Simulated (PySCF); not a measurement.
# Bond curve of BTe⁺

Set-up: B aug-cc-pVDZ, Te aug-cc-pVDZ-PP with ECP28; scalar-relativistic core potentials (PySCF 2.14). Energies in eV from B⁺ + Te in their ground configurations at the same level. State: ³Π (triplet), unpaired electrons σ ↑, π ↑.

```tsv
R (Å)	UHF-CCSD	UHF-SCS-MP2	r²SCANh
1.780		-0.971	-2.090
1.863	-1.418	-1.633	-2.715
1.946	-1.793	-2.001	-3.051
2.008	-1.935	-2.135	-3.165
2.070	-1.990	-2.178	-3.191
2.132	-1.981	-2.151	-3.153
2.215	-1.903	-2.038	-3.033
2.318	-1.746	-1.830	-2.817
2.443	-1.527	-1.552	-2.520
2.608		-1.212	-2.134
```

Problem. Put a parabola through the three lowest points of the UHF-CCSD curve and estimate Re, k and ωe (reduced mass 10.15 u; 1 eV/Å² = 0.16022 mdyn/Å; ωe = 1302.8·√(k/μ) cm⁻¹).

Solution. Through R = 2.008, 2.07, 2.132 Å the second-order coefficient is 8.32 eV/Å², so Re ≈ 2.092 Å, k ≈ 2.67 mdyn/Å and ωe ≈ 668 cm⁻¹. A polynomial fit of higher order to the unrounded UHF-CCSD energies gives Re = 2.090 Å, k = 2.33 mdyn/Å, ωe = 625 cm⁻¹; anharmonicity and rounding make the difference.

The higher-order fit for each curve: UHF-CCSD: Re = 2.090 Å, ωe = 625 cm⁻¹, De = 1.99 eV; UHF-SCS-MP2: Re = 2.074 Å, ωe = 690 cm⁻¹, De = 2.18 eV; r²SCANh: Re = 2.061 Å, ωe = 682 cm⁻¹, De = 3.19 eV.

Correlated steps freeze 5 core orbitals. Correlated levels converge slowly with the basis: in double zeta they bind strong bonds too weakly, by up to about 1 eV, and carry superposition errors of some tenths. These are scalar-relativistic numbers at best; spin–orbit coupling would shift them, the dissociation energy most. For an ion De counts to the pair picked by the measured ionisation energies or electron affinities, which need not be the lowest pair at this level. The state is the lowest determinant that a PBE0 search found; another state may lie lower at other levels.
